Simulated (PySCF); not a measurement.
sulfuric acid cation (H2O4S), SMILES O=S(=O)(O)O (connectivity only; charge and spin as stated), charge +1, multiplicity 2. Atoms are numbered in the order given.

```xyz
7

O      0.0000    -1.1486    -0.9673
S      0.0000     0.0000     0.0533
O      1.1438     0.0000     0.9854
O     -1.1438     0.0000     0.9854
O      0.0000     1.1486    -0.9673
H      0.0000    -2.0492    -0.5708
H      0.0000     2.0492    -0.5708
```
Charge +1, spin multiplicity 2.

Coordinates come from a ωB97X-D3(BJ)/def2-SVP optimisation. The multiplicity is an assumed one; other spin states were not compared. Other conformers were not sampled.

Level of theory: PBE/def2-TZVP run with PySCF.

ESP charges are fitted to the potential on shells at 1.4 to 2.0 van der Waals radii. Atomic charges (e):

```csv
atom,Löwdin,Mulliken,ESP fit,Mulliken spin
O1,0.01,-0.21,-0.24,0.04
S2,0.47,0.77,0.72,-0.07
O3,0.01,-0.08,-0.10,0.50
O4,0.01,-0.08,-0.10,0.50
O5,0.01,-0.21,-0.24,0.04
H6,0.24,0.41,0.47,0.00
H7,0.24,0.41,0.47,0.00
```

Computed Mayer and Wiberg (Löwdin basis) orders of the bonds:
```tsv
bond	Mayer	Wiberg
O1–S2	1.35	1.74
S2–O3	1.69	2.16
S2–O4	1.69	2.16
S2–O5	1.35	1.74
O1–H6	0.80	0.96
O5–H7	0.80	0.96
```
